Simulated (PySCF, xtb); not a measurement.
H6Si3, SMILES [SiH2]1[SiH2][SiH2]1.

Harmonic wavenumbers (cm⁻¹) from GFN2-xTB in xtb at its own minimum, in rising order: 175, 245, 245, 292, 336, 337, 424, 424, 453, 499, 597, 597, 785, 804, 805, 2162, 2169, 2171, 2192, 2195, 2202.

**Question.** What does PBE0-D3(BJ)/def2-SVP in PySCF give at its own minimum? (An estimate is asked for; the answer gives what the named calculation found.)

**Answer.** 201, 201, 341, 381, 381, 424, 512, 598, 598, 621, 621, 664, 873, 873, 875, 2228, 2228, 2229, 2250, 2250, 2260. Paired by order, the mean absolute difference is 76 cm⁻¹ and the zero-point energies are 28.7 and 30.9 kcal/mol.
